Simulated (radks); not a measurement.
Values are calculated unless marked as measured or tabulated.
Ge V, configuration [Ar] 3d10 (the NIST ground configuration).

Level of theory: Dirac Kohn-Sham, RPBE, spin-unpolarised, spherical densities, point nucleus (a radial shooting solver on a logarithmic mesh with Libxc functionals).

Energy parts (eV):
part                       energy
total                  -57017.465
kinetic                 58227.911
electron-nucleus      -136211.240
Hartree                 23106.392
exchange-correlation    -2140.528

Orbitals (lengths in bohr, moments of r in powers of bohr; <r^-3> diverges for s and p1/2; r(90%) holds 90 % of the orbital's charge):
orbital  occ.  eigenvalue (eV)  <r^-3>  r(90%)     <r^2>       <r^4>
1s1/2       2        -11009.18       -  0.0840  0.002972  0.00002274
2s1/2       2        -1420.582       -   0.325   0.05194    0.004684
2p1/2       2        -1268.788       -   0.297   0.04033    0.003291
2p3/2       4        -1236.906   958.9   0.302   0.04182    0.003514
3s1/2       2        -217.6396       -   0.932    0.4482      0.3229
3p1/2       2        -167.5476       -   0.981    0.4792      0.3959
3p3/2       4        -163.2691   129.7   0.996    0.4949      0.4221
3d3/2       4         -78.2741   14.76    1.20    0.6425      0.9374
3d5/2       6         -77.6760   14.35    1.21    0.6505      0.9608
4s1/2       0         -52.3133       -    2.57     3.537       18.52
4p1/2       0         -41.3744       -    2.90     4.480       30.07
4p3/2       0         -40.9176   14.01    2.93     4.573       31.28

The highest occupied level is 3d5/2 at -77.676 eV. For comparison, the ionisation energy in NIST's Atomic Spectra Database is 90.50 eV (measured). In exact Kohn-Sham theory the highest level is minus the ionisation energy, but local and semilocal functionals leave it too shallow, through self-interaction and a potential that decays too fast; potentials with the right tail come closer. Summed over all electrons, <r^2> = 10.67 bohr^2, which gives a Langevin (diamagnetic) susceptibility term of -8.45 x 10^-6 cm^3/mol.

Run on one thread of a shared host, so times are rough (AMD EPYC 7R43 64-Core Processor): 0.1 s of CPU time, 0.1 s wall, 15 iterations on 2476 mesh points.
